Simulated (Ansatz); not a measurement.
`[F][SnH]([Cl])[O][SiH3]` + CH₃OH → `C[O][SnH]([F])[Cl]` + silanol at 500 K and 1 bar (ligand exchange at the Sn–O bond).

Gas-phase electronic energies from Ansatz, PBE0-D4/def2-TZVP geometries. CCSD(T)/CBS is the MP2 limit (def2-TZVPP, def2-QZVPP) plus CCSD(T) − MP2 in def2-TZVPP, frozen cores. This one scheme is used for every species. Elements past krypton have def2 core potentials. For Sn outer-core shells are correlated without core-valence functions, which leaves a few kJ/mol of doubt a bond. One conformer a species, not always the lowest.

```csv
species,CCSD(T)/CBS energy (Eh),H − E (kJ/mol),S (J/(mol·K))
`[F][SnH]([Cl])[O][SiH3]`,-1140.38645,156.2,484.5
CH₃OH,-115.61712,157.0,265.4
`C[O][SnH]([F])[Cl]`,-889.30712,183.9,445.8
`O[SiH3]`,-366.69042,127.5,292.9
```

H − E and S are ideal-gas, rigid-rotor, harmonic terms from PBE0-D4/def2-TZVP, for one conformer and one mirror image of each species. 1 Eh = 2625.50 kJ/mol, R = 8.31446 J/(mol·K).

**Question.** By hand: ΔE, ΔH, ΔS and ΔG.

**Answer.** ΔE = (-889.30712) + (-366.69042) − (-1140.38645) − (-115.61712) = 0.00603 Eh = 15.8 kJ/mol. Δ(H − E) = 183.9 + 127.5 − 156.2 − 157.0 = -1.8, so ΔH = 14.0 kJ/mol. ΔS = 445.8 + 292.9 − 484.5 − 265.4 = -11.2 J/(mol·K). ΔG = 14.0 − 500 × (-11.2)/1000 = 19.6 kJ/mol.

**Question.** By hand: the equilibrium constant, and the temperature at which ΔG would vanish if ΔH and ΔS stayed fixed.

**Answer.** log₁₀ K = −ΔG/(RT ln 10) = -2.0. ΔH and −TΔS have one sign here, so there is no such temperature.

TΔS isn't small against ΔH here. A doubt of 5 kJ/mol in ΔE shifts log₁₀ K by 0.5 here. Other conformers and mirror images would add mixing entropy, several J/(mol·K) or more a flexible species. Modes under 60 cm⁻¹, often nearly free rotors, make the harmonic entropy too high. These are equilibria of isolated gas molecules and say nothing of rates. Largest T1 diagnostic: 0.014 (customary marks: 0.02 for closed shells, 0.045 for open ones).

ΔS is within the doubt of such terms, so its sign, and with it that verdict, could turn.
